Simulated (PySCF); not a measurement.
Gas-phase reaction: 5 GeH₃Cl + C₂H₃Cl ⇌ 2 CH₃GeH₃ + 3 GeH₂Cl₂

Energies from PySCF, thermal terms from the rigid-rotor harmonic-oscillator model, ideal gas at 1 bar. † marks an energy on the PBE0/def2-TZVP geometry and frequencies. All species are closed-shell singlets. Ge: all electrons, no relativistic terms.

PBE0/def2-SVP† gives ΔH°(298 K) = -282 kJ.

Problem. What do r2SCAN/def2-TZVP†, ωB97M-V/def2-TZVP†, HF/def2-TZVP† give?

Solution. r2SCAN/def2-TZVP†: -279 kJ; ωB97M-V/def2-TZVP†: -274 kJ; HF/def2-TZVP†: -244 kJ. For scale, ΔH°(298 K) is -282 kJ at this level, -274 kJ at ωB97M-V/def2-TZVP†, and runs from -296 to -208 kJ over the 20 levels computed.
